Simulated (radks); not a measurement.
Task: Ionisation of neutral sulfur, [Ne] 3s2 3p4, to [Ne] 3s2 3p3 as the strength of local exchange is varied. All-electron calculation, scalar-relativistic Kohn-Sham, Slater X-alpha exchange (alpha = 2/3 is LDA exchange), no correlation, spin-polarised, spherical densities, finite nucleus; open shells are filled with parallel spins first; Fermi nuclear charge, rms radius 3.2611 fm. Program: a radial shooting solver on a logarithmic mesh with Libxc functionals.

alpha  E(S) (hartree)  exchange (hartree)  IE (eV)  -e of the level emptied (eV)  <r> of it (bohr)
0.667      -396.65067           -23.00234    8.812                    4.732 (3p)             2.172
0.717      -398.37861           -24.81951    9.214                    5.110 (3p)             2.141
0.949      -406.48084           -33.41874   11.214                    7.030 (3p)             2.014
0.993      -408.03313           -35.08064   11.618                    7.424 (3p)             1.992
0.996      -408.13915           -35.19431   11.646                    7.452 (3p)             1.990
?          -400.49546           -27.05383    9.719                    5.589 (3p)             2.106

Which alpha was used in the last row?

Result: alpha = 0.778. NIST Atomic Spectra Database: 10.360 eV (measured). The Delta-SCF value meets it near alpha = 0.85. Open shells are spherical and high-spin; term and fine-structure splittings are not resolved.
